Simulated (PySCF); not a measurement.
CF3O2S, SMILES O=[S](=O)C(F)(F)F (connectivity only; charge and spin as stated), charge -1, multiplicity 1.

Geometry: PBE0-D3(BJ)/def2-SVPD. The multiplicity is an assumed one; other spin states were not compared. The isomer is the one that the SMILES or the coordinates give; other isomers of the formula were not compared.

All values below come from B3LYP/def2-SVPD (PySCF).

Symmetry labels are those of the subgroup Cs that the program uses (full group Cs).

Computed valence orbital energies around the gap with their symmetry:
```csv
orbital,symmetry,energy (eV)
HOMO−7,A",-7.43
HOMO−6,A',-7.17
HOMO−5,A",-6.69
HOMO−4,A',-6.53
HOMO−3,A',-3.43
HOMO−2,A",-3.39
HOMO−1,A",-2.82
HOMO,A',-1.47
LUMO,A',4.16
LUMO+1,A',4.40
LUMO+2,A",4.66
LUMO+3,A',4.68
```
